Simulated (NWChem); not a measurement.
System: GaF, singlet; SMILES [F][Ga]

NWChem printed, in part:

```
             Northwest Computational Chemistry Package (NWChem) 7.3.0
             --------------------------------------------------------

 ORDER OF PRIMARY AXIS IS BEING SET TO 4
 C4V symmetry detected

                             Geometry "geometry" -> ""
                             -------------------------

 Output coordinates in angstroms (scale by  1.889725989 to convert to a.u.)

  No.       Tag          Charge          X              Y              Z
 ---- ---------------- ---------- -------------- -------------- --------------
    1 Ga                  31.0000     0.00000000     0.00000000    -0.40186733
    2 F                    9.0000     0.00000000     0.00000000     1.38420968

 Effective nuclear repulsion energy (a.u.)      82.6618631061

      Symmetry information
      --------------------

 Group name             C4v
 Group number             18
 Group order               8
 No. of unique centers     2

                                 NWChem DFT Module
                                 -----------------

 Summary of "ao basis" -> "ao basis" (spherical)
 ------------------------------------------------------------------------------
       Tag                 Description            Shells   Functions and Types
 ---------------- ------------------------------  ------  ---------------------
 Ga                        def2-svpd                14       38   6s4p4d
 F                         def2-svpd                 9       23   4s3p2d

      Symmetry analysis of basis
      --------------------------

        a1         23
        a2          0
        b1          6
        b2          6
        e          26

            General Information
            -------------------
          SCF calculation type: DFT
          Wavefunction type:  closed shell.
          No. of atoms     :     2
          No. of electrons :    40
           Alpha electrons :    20
            Beta electrons :    20
          Charge           :     0
          Spin multiplicity:     1
          Use of symmetry is: on ; symmetry adaption is: on
          Maximum number of iterations: 200
          AO basis - number of functions:    61
                     number of shells:    23
          Convergence on energy requested:  1.00D-06
          Convergence on density requested:  1.00D-05
          Convergence on gradient requested:  5.00D-04

              XC Information
              --------------
                         PBE0 Method XC Functional
                     Hartree-Fock (Exact) Exchange  0.250
          PerdewBurkeErnzerhof Exchange Functional  0.750
            Perdew 1991 LDA Correlation Functional  1.000 local
           PerdewBurkeErnz. Correlation Functional  1.000 non-local

             Grid Information
             ----------------
          Grid used for XC integration:  medium
          Radial quadrature: Mura-Knowles
          Angular quadrature: Lebedev.
          Tag              B.-S. Rad. Rad. Pts. Rad. Cut. Ang. Pts.
          ---              ---------- --------- --------- ---------
          Ga                  1.30      112           9.0       590
          F                   0.50       49          10.0       434
          Grid pruning is: on
          Number of quadrature shells:   161
          Spatial weights used:  Erf1

      Superposition of Atomic Density Guess
      -------------------------------------

 Sum of atomic energies:       -2022.27324386

      Non-variational initial energy
      ------------------------------

 Total energy =   -2022.166906
 1-e energy   =   -2988.380487
 2-e energy   =     883.551717
 HOMO         =      -0.329221
 LUMO         =       0.015151

      Symmetry analysis of molecular orbitals - initial
      -------------------------------------------------

 !! scf_movecs_sym_adapt:   12 vectors were symmetry contaminated

  Symmetry fudging

 !! scf_movecs_sym_adapt:   12 vectors were symmetry contaminated

  Numbering of irreducible representations:

     1 a1          2 a2          3 b1          4 b2          5 e

  Orbital symmetries:

     1 a1          2 a1          3 a1          4 e           5 e
     6 a1          7 a1          8 a1          9 e          10 e
    11 a1         12 a1         13 e          14 e          15 b2
    16 b1         17 a1         18 e          19 e          20 a1
    21 e          22 e          23 a1         24 a1         25 a1
    26 b1         27 b2         28 e          29 e          30 a1

 !! scf_movecs_sym_adapt:    2 vectors were symmetry contaminated

  Symmetry fudging

   convergence    iter        energy       DeltaE   RMS-Dens  Diis-err
 ---------------- ----- ----------------- --------- --------- ---------
 d= 0,ls=0.0,diis     1  -2024.0038695620 -2.11D+03  2.39D-02  6.49D-01
 d= 0,ls=0.0,diis     2  -2023.6365608801  3.67D-01  1.39D-02  4.82D+00
 d= 0,ls=0.0,diis     3  -2024.0849477336 -4.48D-01  1.71D-03  1.67D-02
 d= 0,ls=0.0,diis     4  -2024.0853413744 -3.94D-04  6.51D-04  7.95D-03
 d= 0,ls=0.0,diis     5  -2024.0857672922 -4.26D-04  9.27D-05  3.22D-05
  Resetting Diis
 d= 0,ls=0.0,diis     6  -2024.0857695163 -2.22D-06  9.47D-06  5.71D-07
 d= 0,ls=0.0,diis     7  -2024.0857695648 -4.84D-08  4.75D-06  3.62D-08

         Total DFT energy =    -2024.085769564758
      One electron energy =    -2988.392066331457
           Coulomb energy =      966.816190761355
    Exchange-Corr. energy =      -85.171757100735
 Nuclear repulsion energy =       82.661863106079

 Numeric. integr. density =       39.999997319153

                  Occupations of the irreducible representations
                  ----------------------------------------------

                     irrep           alpha         beta
                     --------     --------     --------
                     a1               10.0         10.0
                     a2                0.0          0.0
                     b1                1.0          1.0
                     b2                1.0          1.0
                     e                 8.0          8.0

                       DFT Final Molecular Orbital Analysis
                       ------------------------------------

 Vector   18  Occ=2.000000D+00  E=-3.914481D-01  Symmetry=e
              MO Center= -5.3D-16,  2.3D-16,  1.3D+00, r^2= 6.4D-01
   Bfn.  Coefficient  Atom+Function         Bfn.  Coefficient  Atom+Function
  ----- ------------  ---------------      ----- ------------  ---------------
    43      0.599457  2 F  px                46     -0.403494  2 F  px
    44     -0.224429  2 F  py                47      0.151063  2 F  py
    49     -0.112465  2 F  px                13     -0.079177  1 Ga px
    22     -0.068770  1 Ga d  1              10      0.046535  1 Ga px
    50      0.042105  2 F  py                60     -0.030334  2 F  d  1

 Vector   19  Occ=2.000000D+00  E=-3.914481D-01  Symmetry=e
              MO Center=  1.3D-13,  5.0D-14,  1.3D+00, r^2= 6.4D-01
   Bfn.  Coefficient  Atom+Function         Bfn.  Coefficient  Atom+Function
  ----- ------------  ---------------      ----- ------------  ---------------
    44      0.599457  2 F  py                47     -0.403494  2 F  py
    43      0.224429  2 F  px                46     -0.151063  2 F  px
    50     -0.112465  2 F  py                14     -0.079177  1 Ga py
    20      0.068770  1 Ga d -1              11      0.046535  1 Ga py
    49     -0.042105  2 F  px                58      0.030334  2 F  d -1

 Vector   20  Occ=2.000000D+00  E=-2.905438D-01  Symmetry=a1
              MO Center=  9.3D-17,  2.8D-17, -4.9D-01, r^2= 2.4D+00
   Bfn.  Coefficient  Atom+Function         Bfn.  Coefficient  Atom+Function
  ----- ------------  ---------------      ----- ------------  ---------------
     4      0.718830  1 Ga s                  3     -0.380233  1 Ga s
     5      0.337152  1 Ga s                 45     -0.313091  2 F  pz
    48      0.220233  2 F  pz                15     -0.201870  1 Ga pz
    12      0.116232  1 Ga pz                18     -0.108752  1 Ga pz
     2      0.079337  1 Ga s                 21      0.078952  1 Ga d  0

 Vector   21  Occ=0.000000D+00  E=-5.362497D-02  Symmetry=e
              MO Center=  1.2D-15, -1.9D-16, -5.6D-01, r^2= 3.7D+00
   Bfn.  Coefficient  Atom+Function         Bfn.  Coefficient  Atom+Function
  ----- ------------  ---------------      ----- ------------  ---------------
    17      0.763901  1 Ga py                14      0.419220  1 Ga py
    11     -0.214692  1 Ga py                44      0.158253  2 F  py
    47     -0.124844  2 F  py                50     -0.103041  2 F  py
     8      0.069319  1 Ga py                35     -0.048861  1 Ga d -1

 Vector   22  Occ=0.000000D+00  E=-5.362497D-02  Symmetry=e
              MO Center=  3.5D-15,  1.4D-14, -5.6D-01, r^2= 3.7D+00
   Bfn.  Coefficient  Atom+Function         Bfn.  Coefficient  Atom+Function
  ----- ------------  ---------------      ----- ------------  ---------------
    16      0.763901  1 Ga px                13      0.419220  1 Ga px
    10     -0.214692  1 Ga px                43      0.158253  2 F  px
    46     -0.124844  2 F  px                49     -0.103041  2 F  px
     7      0.069319  1 Ga px                37      0.048861  1 Ga d  1

 Vector   23  Occ=0.000000D+00  E= 2.110303D-02  Symmetry=a1
              MO Center= -1.9D-15, -1.6D-15, -3.4D-01, r^2= 6.2D+00
   Bfn.  Coefficient  Atom+Function         Bfn.  Coefficient  Atom+Function
  ----- ------------  ---------------      ----- ------------  ---------------
    18      1.219683  1 Ga pz                42     -0.860309  2 F  s
     5      0.659058  1 Ga s                 51      0.485821  2 F  pz
    15      0.302072  1 Ga pz                 6      0.280356  1 Ga s
     4      0.232845  1 Ga s                 36     -0.219869  1 Ga d  0
    41     -0.165869  2 F  s                 48      0.138479  2 F  pz

     Multipole analysis of the density
     ---------------------------------

     L   x y z        total         alpha         beta         nuclear
     -   - - -        -----         -----         ----         -------
     0   0 0 0     -0.000000    -20.000000    -20.000000     40.000000

     1   1 0 0     -0.000000     -0.000000     -0.000000      0.000000
     1   0 1 0     -0.000000     -0.000000     -0.000000      0.000000
     1   0 0 1     -0.925201     -0.462601     -0.462601     -0.000000

     2   2 0 0    -14.246626     -7.123313     -7.123313      0.000000
     2   1 1 0      0.000000      0.000000      0.000000      0.000000
     2   1 0 1     -0.000000     -0.000000     -0.000000      0.000000
     2   0 2 0    -14.246626     -7.123313     -7.123313      0.000000
     2   0 1 1     -0.000000     -0.000000     -0.000000      0.000000
     2   0 0 2    -19.258251    -49.358547    -49.358547     79.458843

            General Information
            -------------------
          SCF calculation type: DFT
          Wavefunction type:  closed shell.
          No. of atoms     :     2
          No. of electrons :    40
           Alpha electrons :    20
            Beta electrons :    20
          Charge           :     0
          Spin multiplicity:     1
          Use of symmetry is: on ; symmetry adaption is: on
          Maximum number of iterations: 200
          AO basis - number of functions:    61
                     number of shells:    23
          Convergence on energy requested:  1.00D-06
          Convergence on density requested:  1.00D-05
          Convergence on gradient requested:  5.00D-04

              XC Information
              --------------
                         PBE0 Method XC Functional
                     Hartree-Fock (Exact) Exchange  0.250
          PerdewBurkeErnzerhof Exchange Functional  0.750
            Perdew 1991 LDA Correlation Functional  1.000 local
           PerdewBurkeErnz. Correlation Functional  1.000 non-local

             Grid Information
             ----------------
          Grid used for XC integration:  medium
          Radial quadrature: Mura-Knowles
          Angular quadrature: Lebedev.
          Tag              B.-S. Rad. Rad. Pts. Rad. Cut. Ang. Pts.
          ---              ---------- --------- --------- ---------
          Ga                  1.30      112           9.0       590
          F                   0.50       49          10.0       434
          Grid pruning is: on
          Number of quadrature shells:   161
          Spatial weights used:  Erf1

          Convergence Information
          -----------------------
          Convergence aids based upon iterative change in
          total energy or number of iterations.
          Levelshifting, if invoked, occurs when the
          HOMO/LUMO gap drops below (HL_TOL):  1.00D-02
          DIIS, if invoked, will attempt to extrapolate
          using up to (NFOCK): 10 stored Fock matrices.

                    Damping( 0%)  Levelshifting(0.5)       DIIS
                  --------------- ------------------- ---------------
          dE  on:    start            ASAP                start
          dE off:    2 iters        200 iters           200 iters

                            NWChem DFT Gradient Module
                            --------------------------

  charge          =   0.00
  wavefunction    = closed shell

  Using symmetry

                         DFT ENERGY GRADIENTS

    atom               coordinates                        gradient
                 x          y          z           x          y          z
   1 Ga      0.000000   0.000000  -0.759419    0.000000   0.000000   0.007573
   2 F       0.000000   0.000000   2.615777    0.000000   0.000000  -0.007573
```

Level: PBE0/def2-SVPD. Low-valent species are run as closed-shell singlets; no triplet was tried in these runs. The geometry was optimised at B3LYP/6-31G* (spherical d).

Q: Which NWChem input produces such a log?

A: One answer among several that fit: the input that was run:
```
start job
memory heap 200 mb stack 900 mb global 1100 mb
geometry units angstroms noautoz
  Ga     0.000000     0.000000    -0.398287
  F      0.000000     0.000000     1.387790
end
basis spherical
  * library def2-svpd
end
dft
  xc pbe0
  iterations 200
end
task dft gradient
```
